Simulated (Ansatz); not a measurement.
Consider the formal exchange of groups at the Si–Cl bond: `C[SiH2][SiH](Cl)Cl` + `[AlH3]` → `C[SiH2][SiH]([AlH2])Cl` + HCl.

Isolated molecules relaxed with PBE0-D4/def2-TZVP in Ansatz; ΔE leaves out vibrations. CCSD(T)/CBS adds triple-zeta CCSD(T) − MP2 to the extrapolated MP2 energy (def2 sets, frozen cores). This one scheme is used for every species. Functionals use def2-TZVPP. One conformer a species, not always the lowest.

```json
{"level": "r2SCAN-D4", "ΔE (kcal/mol)": "21.5", "difference from CCSD(T)/CBS": "-0.2"}
{"level": "ωB97X-V", "ΔE (kcal/mol)": "22.5", "difference from CCSD(T)/CBS": "0.8"}
{"level": "PBE", "ΔE (kcal/mol)": "18.3", "difference from CCSD(T)/CBS": "-3.4"}
{"level": "HF/def2-TZVPP", "ΔE (kcal/mol)": "25.4", "difference from CCSD(T)/CBS": "3.7"}
{"level": "MP2/def2-TZVPP", "ΔE (kcal/mol)": "23.7", "difference from CCSD(T)/CBS": "2.0"}
{"level": "CCSD(T)/def2-TZVPP", "ΔE (kcal/mol)": "20.8", "difference from CCSD(T)/CBS": "-0.9"}
{"level": "MP2/def2-QZVPP", "ΔE (kcal/mol)": "24.2", "difference from CCSD(T)/CBS": "2.5"}
{"level": "SCS-MP2/def2-QZVPP", "ΔE (kcal/mol)": "24.2", "difference from CCSD(T)/CBS": "2.5"}
{"level": "HF/CBS(def2)", "ΔE (kcal/mol)": "25.6", "difference from CCSD(T)/CBS": "3.9"}
{"level": "CCSD/CBS(def2)", "ΔE (kcal/mol)": "22.0", "difference from CCSD(T)/CBS": "0.3"}
{"level": "CCSD(T)/CBS", "ΔE (kcal/mol)": "21.7", "difference from CCSD(T)/CBS": "0"}
```

Largest T1 diagnostic among the species: 0.011.

In def2-TZVPP, CCSD(T) changes the Hartree–Fock value by −4.6 kcal/mol (the triples alone add −0.4 kcal/mol) and MP2 by −1.7 kcal/mol. From PBE to PBE0 (25 % exact exchange), in def2-TZVPP and without D4, ΔE moves by +1.2 kcal/mol.
